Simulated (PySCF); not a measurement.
# Radial density of P⁻ (phosphorus, charge -1)

r2SCAN0, [Ne] 3s2 3p4, high-spin 3P determinant. Calculation: PySCF 2.14, in aug-cc-pV(T+d)Z (6s5p4d2f, 55 functions); no relativity, point nucleus.

| r (bohr) | 4πr²ρ (e/bohr) | 4πr²(ρα − ρβ) |
| --- | --- | --- |
| 0.00136 | 0.04901 | 0.0000 |
| 0.00229 | 0.1347 | 0.0000 |
| 0.00386 | 0.3638 | 0.0000 |
| 0.00649 | 0.9508 | 0.0000 |
| 0.0109 | 2.357 | 0.0001 |
| 0.0184 | 5.338 | 0.0002 |
| 0.0309 | 10.41 | 0.0009 |
| 0.0519 | 15.84 | 0.0043 |
| 0.0873 | 16.38 | 0.0201 |
| 0.147 | 11.54 | 0.0705 |
| 0.247 | 12.80 | 0.1463 |
| 0.416 | 15.68 | 0.1041 |
| 0.699 | 6.787 | 0.0029 |
| 1.18 | 2.271 | 0.4608 |
| 1.98 | 2.592 | 0.8777 |
| 3.33 | 0.9783 | 0.3836 |
| 5.60 | 0.1465 | 0.0352 |
| 9.41 | 0.008104 | -0.0008 |

At r2SCAN0 the highest occupied level has a positive energy, so only the finite basis holds that electron; in a semilocal or global hybrid functional this comes from self-interaction and does not mean that the real anion is unbound.
